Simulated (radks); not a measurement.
All-electron atom: Pm49+ in [Ne] 3s2.

All-electron calculation, Dirac Kohn-Sham, relativistic LDA (MacDonald-Vosko exchange, VWN5 correlation), spin-unpolarised, spherical densities, finite nucleus; Fermi nuclear charge, rms radius 4.962 fm. Program: a radial shooting solver on a logarithmic mesh with Libxc functionals.

Energy parts (eV):
total: -205516.64
kinetic: 225305.88
electron-nucleus: -448687.31
Hartree: 20400.63
exchange-correlation: -2535.84

Orbitals (lengths in bohr, moments of r in powers of bohr; <r^-3> diverges for s and p1/2; r(90%) holds 90 % of the orbital's charge):
orbital  occ.  eigenvalue (eV)  <r^-3>      <r^4>      <r>  r(90%)
1s1/2       2        -48233.99       -  1.433e-06  0.02326  0.0420
2s1/2       2        -10607.46       -  0.0002129  0.09718   0.150
2p1/2       2        -10283.71       -  0.0001306  0.08117   0.133
2p3/2       4        -9709.187    8656  0.0001648  0.08736   0.141
3s1/2       2        -4332.434       -   0.005628   0.2334   0.339

The highest occupied level is 3s1/2 at -4332.4 eV. The density falls to 0.001 e/bohr^3 at r = 0.63 bohr. For comparison, the ionisation energy in NIST's Atomic Spectra Database is 4371 eV (theoretical). In exact Kohn-Sham theory the highest level is minus the ionisation energy, but local and semilocal functionals leave it too shallow, through self-interaction and a potential that decays too fast; potentials with the right tail come closer. The electron density at the nucleus is 4.884e+05 e/bohr^3. Summed over all electrons, <r^2> = 0.2012 bohr^2, which gives a Langevin (diamagnetic) susceptibility term of -0.159 x 10^-6 cm^3/mol.
